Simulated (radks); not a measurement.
The numbers below are computed, except where a source is named.
All-electron atom: the erbium ion Er2+ in [Xe] 4f12 (the NIST ground configuration).

Code: a radial shooting solver on a logarithmic mesh with Libxc functionals. Model: Dirac Kohn-Sham, XLYP, spin-unpolarised, spherical densities, finite nucleus; open shells fill j = l - 1/2 first; Fermi nuclear charge, rms radius 5.2516 fm.

Energy parts (eV):
part                      energy
total                 -356453.71
kinetic                393367.25
electron-nucleus      -880924.66
Hartree                138741.09
exchange-correlation    -7637.39

Orbitals (lengths in bohr, moments of r in powers of bohr; <r^-3> diverges for s and p1/2):
orbital	occ.	eigenvalue (eV)	<r^-3>	<1/r>	<r^2>	small-component weight
1s1/2	2	-57318.59	-	77.55	0.0005679	6.48e-02
2s1/2	2	-9635.955	-	18.65	0.008775	1.45e-02
2p1/2	2	-9180.205	-	18.63	0.006328	1.45e-02
2p3/2	4	-8262.926	12190	16.15	0.007547	1.33e-02
3s1/2	2	-2169.640	-	6.825	0.05794	4.66e-03
3p1/2	2	-1969.352	-	6.742	0.05361	4.60e-03
3p3/2	4	-1776.716	2659	6.110	0.06046	4.27e-03
3d3/2	4	-1433.630	452.6	5.996	0.04762	4.15e-03
3d5/2	6	-1391.524	395.7	5.841	0.04952	4.05e-03
4s1/2	2	-439.1191	-	2.855	0.2918	1.50e-03
4p1/2	2	-359.0542	-	2.746	0.3047	1.42e-03
4p3/2	4	-315.6916	598.7	2.527	0.3428	1.29e-03
4d3/2	4	-183.8317	87.22	2.305	0.3876	1.11e-03
4d5/2	6	-175.9555	74.88	2.251	0.4027	1.07e-03
5s1/2	2	-66.0816	-	1.065	1.769	3.02e-04
5p1/2	2	-44.4841	-	0.9329	2.277	2.35e-04
5p3/2	4	-39.0871	72.80	0.8553	2.646	2.03e-04
4f5/2	6	-17.8899	10.88	1.662	0.9022	6.39e-04
4f7/2	6	-16.8053	10.36	1.632	0.9553	6.21e-04
6s1/2	0	-15.3593	-	0.3805	12.20	4.58e-05
5d3/2	0	-13.8593	3.853	0.5223	7.117	7.45e-05
5d5/2	0	-13.5240	3.220	0.5080	7.461	7.05e-05

The highest occupied level is 4f7/2 at -16.805 eV. The density falls to 0.001 e/bohr^3 at r = 3.37 bohr. The electron density at the nucleus is 8.732e+05 e/bohr^3. For comparison, the ionisation energy in NIST's Atomic Spectra Database is 22.70 eV (semi-empirical). In exact Kohn-Sham theory the highest level is minus the ionisation energy, but local and semilocal functionals leave it too shallow, through self-interaction and a potential that decays too fast; potentials with the right tail come closer.

Beside tabulated values, note that spin-unpolarised runs miss the spin-polarisation part of the exchange energy of open shells.
